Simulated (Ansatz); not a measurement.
Spectroscopic constants of AuH, closed-shell singlet (the spin of the measured ground state). No spin–orbit coupling.

D_e counts from the fitted minimum to each atom's lowest state at the same level, without counterpoise. The singlet is restricted.

Correlated levels freeze the inner cores; with def2 sets outer-core shells near the valence are correlated too. CBS: X⁻³ extrapolation of the correlation energy, Hartree–Fock from the larger set.

The values were computed with Ansatz (a program for electronic structure). Values without a source in brackets are computed. In def2 rows elements past Kr take small-core potentials, without spin–orbit coupling.

PBE/def2-TZVPP gives 73.48 kcal/mol for the bond energy D_e.

Problem. Predict the shift from PBE, with its sign, for: r2SCAN/def2-TZVPP, B3LYP/def2-TZVPP, wB97M-V/def2-TZVPP, CCSD(T)/CBS(def2-TZVPP, def2-QZVPP).

Solution. r2SCAN/def2-TZVPP 1.73; B3LYP/def2-TZVPP -2.98; wB97M-V/def2-TZVPP -4.35; CCSD(T)/CBS(def2-TZVPP, def2-QZVPP) 3.17 kcal/mol. 2 of 4 lie above PBE; the widest gap is to wB97M-V/def2-TZVPP.
